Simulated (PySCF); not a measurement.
# Two-photon absorption: `N#CCCC(=O)F`, C$_{4}$H$_{4}$FNO

Geometry:
```json
{"atom": "N1", "x (Å)": "2.246", "y (Å)": "0.359", "z (Å)": "-1.810"}
{"atom": "C2", "x (Å)": "1.621", "y (Å)": "-0.062", "z (Å)": "-0.952"}
{"atom": "C3", "x (Å)": "0.810", "y (Å)": "-0.612", "z (Å)": "0.109"}
{"atom": "C4", "x (Å)": "-0.679", "y (Å)": "-0.395", "z (Å)": "-0.181"}
{"atom": "C5", "x (Å)": "-1.070", "y (Å)": "1.033", "z (Å)": "0.028"}
{"atom": "O6", "x (Å)": "-0.465", "y (Å)": "1.923", "z (Å)": "0.506"}
{"atom": "F7", "x (Å)": "-2.346", "y (Å)": "1.239", "z (Å)": "-0.406"}
{"atom": "H8", "x (Å)": "1.030", "y (Å)": "-1.679", "z (Å)": "0.191"}
{"atom": "H9", "x (Å)": "1.086", "y (Å)": "-0.119", "z (Å)": "1.045"}
{"atom": "H10", "x (Å)": "-1.295", "y (Å)": "-1.004", "z (Å)": "0.489"}
{"atom": "H11", "x (Å)": "-0.933", "y (Å)": "-0.680", "z (Å)": "-1.206"}
```

Method: PySCF 2.14.0, TDDFT CAM-B3LYP/aug-cc-pVDZ excited states, vertical, gas phase. Geometry: GFN2-xTB.

**Question.** Give the one- and two-photon strengths of the lowest singlets.

**Answer.** δ for parallel linear polarisation; σ at the peak of a Lorentzian of half width 0.1 eV, single beam; Ω is circular over linear.
```csv
state,E (eV),f,photon λ (nm),δ (au),σ (GM),Ω,main
S1,6.12,0.001,405,<0.1,0.00,–,"HOMO→LUMO+1 0.59, HOMO→LUMO 0.10"
S2,7.77,0.000,319,0.32,0.01,1.07,"HOMO−1→LUMO+6 0.23, HOMO−1→LUMO 0.13"
S3,8.09,0.006,306,4.18,0.10,0.63,"HOMO−2→LUMO 0.16, HOMO−2→LUMO+6 0.14"
S4,8.12,0.002,305,1.26,0.03,1.04,"HOMO−2→LUMO+1 0.16, HOMO−2→LUMO+8 0.13"
S5,8.33,0.034,298,3.8,0.10,0.68,"HOMO→LUMO 0.54, HOMO→LUMO+1 0.08"
```
